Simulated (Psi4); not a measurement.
Psi4 input (wB97X-D/6-311+G**):

```
memory 1500 MB

molecule {
-1 1
F     1.63394500   -1.06399400   -0.54006200
Si    1.25059500    0.58686100   -0.38132700
C    -0.24550300    0.34817700    0.91659900
Si   -1.83093400   -0.12453700    0.09688200
H     2.27815800    0.91504600    0.74043400
H    -0.38679400    1.30707300    1.43108800
H     0.03508100   -0.39599300    1.67045500
H    -1.70813100   -1.32872600   -0.77145500
H    -2.95918200   -0.45187600    1.03750600
H    -2.36686900    0.96883100   -0.76484000
symmetry c1
no_reorient
no_com
}

set {
  basis 6-311+G**
  reference rks
  scf_type df
  df_basis_scf def2-universal-jkfit
  dft_radial_points 99
  dft_spherical_points 590
  e_convergence 1e-8
  d_convergence 1e-7
  maxiter 150
}

e = energy('wb97x-d')
print_out(f'\nFINAL {e:.10f} DIPOLE {variable("CURRENT DIPOLE")[0]:.6f} {variable("CURRENT DIPOLE")[1]:.6f} {variable("CURRENT DIPOLE")[2]:.6f}\n')
```

Output:

```
   => Loading Basis Set <=

    Name: 6-311+G**
    Role: ORBITAL
    Keyword: BASIS
    atoms 1    entry F          line   192 file 6-311pgss.gbs
    atoms 2, 4 entry SI         line   351 file 6-311pgss.gbs
    atoms 3    entry C          line   129 file 6-311pgss.gbs
    atoms 5-10 entry H          line    42 file 6-311pgss.gbs

   => WB97X-D: Empirical Dispersion <=

    Chai and Head-Gordon Dispersion Correction
    Chai, J.-D.; Head-Gordon, M. (2010), J. Chem. Phys., 132: 6615-6620

        s6 =       1.000000

         ---------------------------------------------------------
                                   SCF
               by Justin Turney, Rob Parrish, Andy Simmonett
                          and Daniel G. A. Smith
                              RKS Reference
         ---------------------------------------------------------

  ==> Geometry <==

    Molecular point group: c1
    Full point group: C1

    Geometry (in Angstrom), charge = -1, multiplicity = 1:

       Center              X                  Y                   Z               Mass
    ------------   -----------------  -----------------  -----------------  -----------------
         F            1.633945000000    -1.063994000000    -0.540062000000    18.998403162730
         SI           1.250595000000     0.586861000000    -0.381327000000    27.976926534650
         C           -0.245503000000     0.348177000000     0.916599000000    12.000000000000
         SI          -1.830934000000    -0.124537000000     0.096882000000    27.976926534650
         H            2.278158000000     0.915046000000     0.740434000000     1.007825032230
         H           -0.386794000000     1.307073000000     1.431088000000     1.007825032230
         H            0.035081000000    -0.395993000000     1.670455000000     1.007825032230
         H           -1.708131000000    -1.328726000000    -0.771455000000     1.007825032230
         H           -2.959182000000    -0.451876000000     1.037506000000     1.007825032230
         H           -2.366869000000     0.968831000000    -0.764840000000     1.007825032230

  Running in c1 symmetry.

  Rotational constants: A =      0.28492  B =      0.07144  C =      0.06456 [cm^-1]
  Rotational constants: A =   8541.58535  B =   2141.77163  C =   1935.41739 [MHz]
  Nuclear repulsion =  206.951015438861702

  Charge       = -1
  Multiplicity = 1
  Electrons    = 50
  Nalpha       = 25
  Nbeta        = 25

  ==> Algorithm <==

  SCF Algorithm Type is DF.
  DIIS enabled.
  MOM disabled.
  Fractional occupation disabled.
  Guess Type is SAD.
  Energy threshold   = 1.00e-08
  Density threshold  = 1.00e-07
  Integral threshold = 1.00e-12

  ==> Primary Basis <==

  Basis Set: 6-311+G**
    Blend: 6-311+G**
    Number of shells: 72
    Number of basis functions: 140
    Number of Cartesian functions: 144
    Spherical Harmonics?: true
    Max angular momentum: 2

  ==> DFT Potential <==

   => LibXC <=

    Version 7.1.2
    S. Lehtola, C. Steigemann, M. J. T. Oliveira, and M. A. L. Marques,  SoftwareX 7, 1–5 (2018) (10.1016/j.softx.2017.11.002)

   => Composite Functional: WB97X-D <=

    wB97X-D Hyb-GGA Exchange-Correlation Functional

    J.-D. Chai and M. Head-Gordon,  Phys. Chem. Chem. Phys. 10, 6615–6620 (2008) (10.1039/B810189B)

    Deriv               =              1
    GGA                 =           TRUE
    Meta                =          FALSE

    Exchange Hybrid     =           TRUE
    MP2 Hybrid          =          FALSE

   => Exchange-Correlation Functionals <=

    1.0000   wB97X-D range-separated functional

   => Exact (HF) Exchange <=

    0.7780            HF,LR [omega = 0.2000]
    0.2220               HF

   => LibXC Density Thresholds  <==

    XC_HYB_GGA_XC_WB97X_D:  1.00E-14

   => Molecular Quadrature <=

    Radial Scheme          =       TREUTLER
    Pruning Scheme         =           NONE
    Nuclear Scheme         =       TREUTLER

    Blocking Scheme        =         OCTREE
    BS radius alpha        =              1
    Pruning alpha          =              1
    Radial Points          =             99
    Spherical Points       =            590
    Total Points           =         556825
    Total Blocks           =           3931
    Max Points             =            256
    Max Functions          =            131
    Weights Tolerance      =       1.00E-15

   => Loading Basis Set <=

    Name: DEF2-UNIVERSAL-JKFIT
    Role: JKFIT
    Keyword: DF_BASIS_SCF
    atoms 1    entry F          line   378 file def2-universal-jkfit.gbs
    atoms 2, 4 entry SI         line   737 file def2-universal-jkfit.gbs
    atoms 3    entry C          line   198 file def2-universal-jkfit.gbs
    atoms 5-10 entry H          line    18 file def2-universal-jkfit.gbs

  ==> Integral Setup <==

  SCF_SUBTYPE=INCORE selected. In-core MEM_DF algorithm will be used.
  Using in-core AOs.

  ==> MemDFJK: Density-Fitted J/K Matrices <==

    J tasked:                   Yes
    K tasked:                   Yes
    wK tasked:                  Yes
    Omega:                2.000E-01
    Algorithm:                 Core
    Schwarz Cutoff:           1E-12
    Mask sparsity (%):       5.6633
    Fitting Condition:        1E-10

   => Auxiliary Basis Set <=

  Basis Set: DEF2-UNIVERSAL-JKFIT
    Blend: DEF2-UNIVERSAL-JKFIT
    Number of shells: 162
    Number of basis functions: 516
    Number of Cartesian functions: 612
    Spherical Harmonics?: true
    Max angular momentum: 4

  Cached 50.0% of DFT collocation blocks in 0.789 [GiB].

  Minimum eigenvalue in the overlap matrix is 6.5449825609E-04.
  Reciprocal condition number of the overlap matrix is 7.4139906455E-05.
    Using symmetric orthogonalization.

  ==> Pre-Iterations <==

  SCF Guess: Superposition of Atomic Densities via on-the-fly atomic UHF (no occupation information).

   -------------------------
    Irrep   Nso     Nmo
   -------------------------
     A        140     140
   -------------------------
    Total     140     140
   -------------------------

  ==> Iterations <==

                           Total Energy        Delta E     RMS |[F,P]|

   @DF-RKS iter SAD:  -719.67218748010157   -7.19672e+02   0.00000e+00
   @DF-RKS iter   1:  -720.30713749076813   -6.34950e-01   6.01645e-03 DIIS/ADIIS
   @DF-RKS iter   2:  -720.32830481962390   -2.11673e-02   5.84925e-03 DIIS/ADIIS
   @DF-RKS iter   3:  -720.61609564298590   -2.87791e-01   7.24455e-04 DIIS/ADIIS
   @DF-RKS iter   4:  -720.61881869426986   -2.72305e-03   2.84128e-04 DIIS/ADIIS
   @DF-RKS iter   5:  -720.61942195013160   -6.03256e-04   9.97572e-05 DIIS
   @DF-RKS iter   6:  -720.61952993904492   -1.07989e-04   1.65701e-05 DIIS
   @DF-RKS iter   7:  -720.61953981713123   -9.87809e-06   4.25321e-06 DIIS
   @DF-RKS iter   8:  -720.61954099617935   -1.17905e-06   1.61050e-06 DIIS
   @DF-RKS iter   9:  -720.61954117059440   -1.74415e-07   4.80107e-07 DIIS
   @DF-RKS iter  10:  -720.61954119009602   -1.95016e-08   1.36462e-07 DIIS
   @DF-RKS iter  11:  -720.61954119151608   -1.42006e-09   3.27114e-08 DIIS
  Energy and wave function converged.

  ==> Post-Iterations <==

   Electrons on quadrature grid:
      Ntotal   =   50.0000020967 ; deviation = 2.097e-06

    Orbital Energies [Eh]
    ---------------------

    Doubly Occupied:

       1A    -66.097847     2A    -66.059082     3A    -24.567554
       4A    -10.098468     5A     -5.233429     6A     -5.187643
       7A     -3.578078     8A     -3.577795     9A     -3.576158
      10A     -3.534574    11A     -3.531670    12A     -3.527868
      13A     -1.052153    14A     -0.627022    15A     -0.466552
      16A     -0.407513    17A     -0.345702    18A     -0.315935
      19A     -0.309969    20A     -0.288776    21A     -0.275696
      22A     -0.266670    23A     -0.257710    24A     -0.179075
      25A     -0.076011

    Virtual:

      26A      0.163952    27A      0.173374    28A      0.188021
      29A      0.196237    30A      0.201954    31A      0.208407
      32A      0.215685    33A      0.236924    34A      0.255108
      35A      0.259134    36A      0.271676    37A      0.279362
      38A      0.290641    39A      0.295516    40A      0.313791
      41A      0.322639    42A      0.330315    43A      0.352985
      44A      0.380377    45A      0.398700    46A      0.451174
      47A      0.458510    48A      0.471037    49A      0.489620
      50A      0.506259    51A      0.522728    52A      0.536465
      53A      0.543323    54A      0.545347    55A      0.559450
      56A      0.587840    57A      0.616010    58A      0.643506
      59A      0.662597    60A      0.667379    61A      0.683359
      62A      0.709738    63A      0.756518    64A      0.792976
      65A      0.822941    66A      0.858094    67A      0.865440
      68A      0.909691    69A      0.941679    70A      0.956143
      71A      0.982762    72A      1.069278    73A      1.072478
      74A      1.085058    75A      1.107349    76A      1.122963
      77A      1.173446    78A      1.236942    79A      1.367850
      80A      1.416081    81A      1.435468    82A      1.463941
      83A      1.514364    84A      1.522010    85A      1.530402
      86A      1.566719    87A      1.597020    88A      1.641011
      89A      1.662813    90A      1.683906    91A      1.713629
      92A      1.731743    93A      1.753244    94A      1.786876
      95A      1.831026    96A      1.863562    97A      1.887787
      98A      1.910952    99A      1.935878   100A      1.996284
     101A      2.015524   102A      2.159642   103A      2.196261
     104A      2.233059   105A      2.289541   106A      2.316755
     107A      2.334404   108A      2.365662   109A      2.441174
     110A      2.736173   111A      2.743224   112A      2.823425
     113A      2.860628   114A      2.876031   115A      2.888228
     116A      2.954495   117A      3.046668   118A      3.284697
     119A      3.523033   120A      3.950918   121A      4.099524
     122A      4.108635   123A      4.144952   124A      4.149010
     125A      4.353128   126A      5.919498   127A      5.946766
     128A      6.637992   129A      6.661170   130A      6.714008
     131A     11.673638   132A     11.702226   133A     11.703123
     134A     11.717146   135A     11.723763   136A     11.785277
     137A     24.127125   138A     67.173998   139A    141.417365
     140A    141.452080

    Final Occupation by Irrep:
              A
    DOCC [    25 ]
    NA   [    25 ]
    NB   [    25 ]

  @DF-RKS Final Energy:  -720.61954119151608

   => Energetics <=

    Nuclear Repulsion Energy =            206.9510154388617025
    One-Electron Energy =               -1418.8361760452198723
    Two-Electron Energy =                 534.2628922497583517
    DFT Exchange-Correlation Energy =     -42.9934873443667129
    Empirical Dispersion Energy =          -0.0037854905495987
    VV10 Nonlocal Energy =                  0.0000000000000000
    Total Energy =                       -720.6195411915160776

Computation Completed

Properties will be evaluated at   0.000000,   0.000000,   0.000000 [a0]

Properties computed using the SCF density matrix

 Multipole Moments:

 ------------------------------------------------------------------------------------
     Multipole            Electronic (a.u.)      Nuclear  (a.u.)        Total (a.u.)
 ------------------------------------------------------------------------------------

 L = 1.  Multiply by 2.5417464519 to convert [e a0] to [Debye]
 Dipole X            :         -1.4230284            0.0000076           -1.4230208
 Dipole Y            :         -0.3393006            0.0000132           -0.3392874
 Dipole Z            :          0.9558327           -0.0000113            0.9558214
 Magnitude           :                                                    1.7474835

 ------------------------------------------------------------------------------------

FINAL -720.6195411915 DIPOLE -1.423021 -0.339287 0.955821

*** Psi4 exiting successfully. Buy a developer a beer!
```

The dipole moment of an ion depends on the origin.

The geometry given is a B3LYP-D3(BJ)/def2-TZVP minimum.
